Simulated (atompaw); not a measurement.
# A failed generation for terbium (Tb)

Input:

```
Tb 65
GGA-PBESOL scalarrelativistic loggrid 2001 logderivrange -6 5 276
6 6 5 4 0 0
6 0 1.5
6 1 0
5 2 1
4 3 8
0 0 0
c
c
c
c
v
v
c
c
c
v
v
c
c
v
c
2
2.80 2.45 2.35 2.80
n
n
y
0.7
n
custom polynom vanderbiltortho sinc
3 1 vpsmatchnc
2.45
2.80
2.65
2.80
2.80
2.80
PWSCFOUT
UPFDX 0.0125d0 UPFXMIN -7.d0 UPFZMESH 65.d0
END
```

```bash
atompaw < Tb.input > Tb.log
```

End of the output:

```
  6  999    3    2    0.7000000E+00  0.3776751E+01  0.0000000E+00

 Eigenvalues of overlap operator (in the basis of projectors):
    1       -9.69287946E-01
    2        2.42055423E+00
    3        1.41968095E+01
    4        9.86039859E+01
    5        3.14840386E+02
    6        7.41365193E+03

The overlap operator has at least one negative eigenvalue!
It might be not positive definite...
Program is stopping.
This probably means that your projectors are too similar
or that your PAW basis is incomplete.
Advice: try to change your input parameters (f.i. : reference energies).
```

Task: Why did it fail, and what change makes it run?

Result: The run stopped because the overlap operator built from these waves and projectors is not positive definite. A run that differs only in the following succeeds: local potential ultrasoft scheme with l = 3 at 1 Ry, radius 2.35 bohr. The answer isn't unique; the calculation gave this one.
